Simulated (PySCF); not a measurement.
Structure problem from calculated spectra and properties.

Formula: C3H5AlO2.

- UV, first state: lowest singlet excitation: 4.33 eV (286 nm, f = 0.071) [TDDFT CAM-B3LYP/def2-SVPD]
- UV, strongest line: among the 10 lowest singlet transitions: S3 at 5.57 eV (222 nm, f = 0.129) [TDDFT CAM-B3LYP/def2-SVPD]
- Dipole: 4.39 D [CAM-B3LYP/def2-SVPD]
- Triplet: lowest triplet excitation (Tamm–Dancoff): 2.88 eV [TDA CAM-B3LYP/def2-SVPD]
- 13C NMR: chemical shifts (computed TMS as zero) by class: 194.5 (2 C), 111.1 (1 C) ppm [GIAO B3LYP/pcSseg-2]
- 1H NMR: chemical shifts (computed TMS as zero) by class: 8.16 (2 H), 5.50 (1 H), 4.46 (2 H) ppm [GIAO B3LYP/pcSseg-2]
- Polarisability: 68.5 au [CAM-B3LYP/def2-SVPD]
- Valence photoelectron: vertical ionisation energy: 9.50 eV [ΔSCF CAM-B3LYP/def2-SVPD]
- NMR, other nuclei: isotropic shieldings of nuclei other than C and H, by class: 6 (2 O), 434 (1 Al) ppm [GIAO B3LYP/pcSseg-2]
- Rotational structure: rotational constants A, B, C: 4.687, 3.325, 2.006 GHz [PBE0-D3(BJ)/def2-SVP]

Gas-phase values; electronic properties from PySCF, density fitting. Levels stand in brackets. Isolated species at its PBE0-D3(BJ)/def2-SVP geometry, gas phase. NMR values are class means; diastereotopic atoms form classes of their own.

Problem. Propose a structure and show how it fits.

Solution. Numbering: `[CH:1]1=[CH:2][O:3][AlH2-:4][O+:5]=[CH:6]1`. 3 carbons fall into 2 classes; from least to most shielded: carbon bonded to C, O and H [C2/C6] (194.5 ppm, 2 C), alkene CH carbon [C1] (111.1 ppm). Hydrogen classes from least to most shielded: 2 H on 2 like atoms (carbon bonded to C, O and H), C2/C6 (8.16 ppm), 1 H on an alkene CH carbon, C1 (5.50 ppm), 2 H on an aluminium bonded to 2 O and 2 H, Al4 (4.46 ppm). The other shieldings belong to: 6 ppm, oxygen bonded to Al and C [O3/O5]; 434 ppm, aluminium bonded to 2 O and 2 H [Al4]. S1 is mainly HOMO→LUMO (weight 0.98); the largest Löwdin shares of the orbital it empties are 0.18 on the aluminium bonded to 2 O and 2 H, 0.17 on the alkene CH carbon and 0.15 on each of 2 atoms of one kind (Al–H hydrogen), of the orbital it fills 0.26 on each of 2 atoms of one kind (carbon bonded to C, O and H) and 0.15 on each of 2 atoms of one kind (oxygen bonded to Al and C). The optimised geometry has point group C2v and is an asymmetric top. Structure: `C1=C[O][AlH2-][O+]=C1`. The assignments are read from this structure; whether some other isomer fits the data as well wasn't checked.
